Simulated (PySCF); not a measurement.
CH6N2Si2, SMILES N[Si@H]1C=N[SiH2]1. The structure is a stationary point at PBE-D3(BJ)/def2-SVP. The structure was generated by enumeration; whether it is a known compound was not checked. One conformer was computed; it need not be the lowest.

Level of theory: PBE-D3(BJ)/def2-SVP in PySCF.

Harmonic wavenumbers (cm⁻¹): 98, 126, 207, 279, 326, 377, 420, 485, 594, 628, 663, 684, 702, 756, 846, 864, 890, 921, 1235, 1479, 1541, 2128, 2138, 2151, 2926, 3510, 3614. Rotational constants (GHz): 5.846, 2.264, 1.807; symmetry number 1.

Q: Work out the zero-point energy and the ideal-gas rigid-rotor harmonic-oscillator thermochemistry at 298.15 K and 1 atm.

A: ZPE = ½ Σ hcν = ½ × 30589 cm⁻¹ = 43.73 kcal/mol. H − E(el) = 49.04 kcal/mol. Entropy in cal/(mol K): translation 39.78, rotation 27.00, vibration 16.79, total 83.57. G − E(el) = 24.12 kcal/mol. Cp = 29.02 cal/(mol K). Modes under 150 cm⁻¹ make the vibrational entropy uncertain.
